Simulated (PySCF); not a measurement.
Harmonic spectrum computed at PBE0 in the def2-SVP basis family (core potentials from Rb on, PySCF, no spin–orbit coupling):

```csv
symmetry,ω (cm⁻¹),"IR (km/mol, summed over degenerate members)"
a1,34,2.6
e,35,1.0
a1,198,7.4
e,229,93.4
```

Task: Which molecule gave it? In each, all ligands are bound to the one heavy central atom.
A. SnI₃⁺ (singlet)
B. ZrI₃⁺ (singlet)
C. SI₃⁺ (singlet)
D. CeI₃⁺ (singlet)

Result: D. It has C3v symmetry with Ce–I 2.766 Å (×3).
